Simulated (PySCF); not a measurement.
BeGeH₄Se, SMILES [Be]([SeH])[GeH3].

Coordinates come from a B3LYP-D3(BJ)/def2-SVP optimisation. The structure was generated by enumeration; whether it is a known compound was not checked. One conformer was computed; it need not be the lowest.

Level of theory: PBE/def2-TZVPD run with PySCF.

Isolated molecule, no solvent.

Computed frontier levels, gap, dipole moment and polarisability:
```json
{
 "highest_occupied_level": "-6.40 eV",
 "lowest_empty_level": "-2.34 eV",
 "orbital_gap": "4.06 eV",
 "dipole_moment": "0.66 D",
 "quadrupole, principal values (traceless, Buckingham form, about the centre of nuclear charge)": "-6.43, -0.08, 6.51 D·Å",
 "mean_static_polarisability": "87.6 bohr³ (12.97 Å³)",
 "polarisability_principal_values": "73.5, 73.7, 115.4 bohr³"
}
```
